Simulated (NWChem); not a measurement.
Species: CH$_{3}$FSn, singlet; SMILES [CH3][Sn][F]

Results from NWChem. Low-valent species are run as closed-shell singlets; no triplet was tried in these runs. Coordinates come from a PBE0/def2-SVP optimisation. No frequency run checked for a minimum. def2 effective core potentials on Sn; no spin-orbit coupling. Ions are spin-unrestricted doublets at the neutral geometry; other ion states weren't tried.

For level PBE0/def2-SVP:

```yaml
"−ε(HOMO) (eV)": 6.57
```

Q: How do the values read with level PBE/def2-SVP instead?

A: 
- −ε(HOMO) (eV): 5.45
